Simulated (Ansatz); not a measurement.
C₃H₁₁HfNO₃, SMILES `CC(C)[NH][Hf]([OH])([OH])[OH]` at its PBE0-D4/def2-TZVP geometry, where that method's forces vanish. Charge 0, multiplicity 1. Hf takes the def2 core potential.

```xyz
19

C     1.2452   -1.7669    1.2223
C     0.9555   -0.2946    0.9663
C    -0.3062    0.1438    1.6906
N     0.8230   -0.0203   -0.4520
Hf   -0.6620    0.8633   -1.5447
O    -2.2601   -0.2433   -1.5619
O    -1.1332    2.5868   -0.7800
O     0.1021    0.9922   -3.3181
H     1.3830   -1.9643    2.2893
H     2.1543   -2.0823    0.7030
H     0.4183   -2.3830    0.8579
H     1.7933    0.2891    1.3805
H    -0.4961    1.2102    1.5401
H    -1.1722   -0.4192    1.3238
H    -0.2247   -0.0345    2.7647
H     1.6371   -0.3471   -0.9599
H    -2.6786   -1.0938   -1.4786
H    -1.7609    3.2186   -0.4455
H     0.1822    1.3453   -4.1979
```

(1) What forces (eV/Å) does r2SCAN-D4/def2-TZVPP give on these atoms in Ansatz? (Best estimate.)

Answers

(1) The calculation gave: 
```
C1   0.038 -0.144  0.034
C2   0.115  0.031  0.139
C3  -0.115  0.053  0.066
N4   0.006  0.021 -0.126
Hf5 -0.035  0.012 -0.006
O6  -0.081 -0.011 -0.015
O7   0.013  0.076  0.025
O8   0.052 -0.021 -0.052
H9  -0.003 -0.001 -0.010
H10 -0.014  0.004  0.003
H11  0.003  0.009  0.001
H12  0.022  0.008  0.015
H13  0.000 -0.012 -0.003
H14  0.006 -0.001 -0.009
H15 -0.002  0.001 -0.015
H16  0.058 -0.026 -0.026
H17 -0.024 -0.054  0.008
H18 -0.040  0.033  0.021
H19 -0.001  0.023 -0.049
```
